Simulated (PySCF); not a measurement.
Cr: excitation energy

Cr [Ar] 3d5 4s1 (7S) → Cr [Ar] 3d6 (5D), as a difference of total energies. Calculation: PySCF 2.14, in dyall-av2z (16s12p7d2f, 101 functions); the non-relativistic Hamiltonian (point nucleus). The calculations carry no spin-orbit coupling.

```tsv
method	excitation energy (eV)
LDA	4.092
PBE	4.082
PBE0	4.506
r2SCAN	4.640
CAM-B3LYP	4.149
```
